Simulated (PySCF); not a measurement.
ClFH₂O₂Sn. Atoms are numbered in the order given.

```xyz
7

O      0.4149     1.9605     0.4125
Sn    -0.1397     0.1125     0.1234
O     -1.9806     0.0970    -0.5441
F     -0.1478    -0.8711     1.7792
Cl     1.3875    -0.9413    -1.2546
H     -0.3466     2.5194     0.6182
H     -2.4017    -0.7636    -0.4196
```
Charge 0, spin multiplicity 1.

Geometry: PBE0-D3(BJ)/def2-SVP. The structure was generated by enumeration; whether it is a known compound was not checked. The def2 effective core potentials stand for the cores of Sn; spin–orbit coupling is left out. The values are those of a single conformer.

Calculation: PySCF with r2SCAN/def2-TZVP.

ESP charges are fitted to the potential on shells at 1.4 to 2.0 van der Waals radii. Atomic charges (e):

```tsv
atom	Löwdin	ESP fit
O1	…	-0.60
Sn2	…	0.89
O3	…	-0.64
F4	-0.24	-0.34
Cl5	…	-0.16
H6	0.18	0.43
H7	0.17	0.41
```

Problem. What belongs in the gaps? (The exact figures need the calculation; the answer reports its results.)

Solution. 
- O1, Löwdin: -0.29
- Sn2, Löwdin: 0.40
- O3, Löwdin: -0.31
- Cl5, Löwdin: 0.09
